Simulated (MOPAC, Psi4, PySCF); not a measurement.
Approach curve of the dimer CO2 ··· C2H2 (SMILES O=C=O and C#C), singlet. Monomers: optimised at B3LYP-D3(BJ) (def2-TZVP), held rigid. Orientation: a random orientation, not optimised. R is the distance of the centres of mass, along which the second monomer moves.

Geometry at R = 4.30 Å (first 3 atoms: monomer A):
```
7

O     -1.1597     0.0000     0.0000
C      0.0000     0.0000     0.0000
O      1.1597     0.0000     0.0000
C     -4.3638    -1.2735    -0.4946
C     -3.4889    -1.8767    -1.0451
H     -5.1408    -0.7378    -0.0062
H     -2.7119    -2.4124    -1.5335
```

- PM3, restricted, heats of formation (MOPAC)
- RKS-LDA (SVWN5)/6-31G* = PySCF with restricted LDA (SVWN5)/6-31G*, spherical d, no counterpoise correction
- RKS-B3LYP/6-31G* = PySCF with restricted B3LYP/6-31G*, spherical d, no counterpoise correction
- SAPT0/jun-cc-pVDZ, frozen core (Psi4)

Interaction energies in kcal/mol:

```
R / Å   PM3  RKS-LDA (SVWN5)/6-31G*  RKS-B3LYP/6-31G*
-----  ----  ----------------------  ----------------
3.69   4.29                    1.64              5.29
3.92   2.44                    0.02              2.46
4.11   1.55                   -0.41              1.30
4.30   1.00                   -0.48              0.69
4.49   0.66                   -0.38              0.40
4.73   0.41                   -0.20              0.26
5.00   0.26                   -0.02              0.22
5.27   0.18                    0.08              0.20
5.84   0.10                    0.12              0.15
6.49   0.06                    0.08              0.09
7.48   0.03                    0.04              0.04
8.83   0.02                    0.02              0.02
```

Problem. Predict the corresponding SAPT0/jun-cc-pVDZ column.

Solution. 3.69: 5.89; 3.92: 2.92; 4.11: 1.68; 4.30: 1.00; 4.49: 0.63; 4.73: 0.39; 5.00: 0.26; 5.27: 0.19; 5.84: 0.13; 6.49: 0.08; 7.48: 0.05; 8.83: 0.02 (kcal/mol).
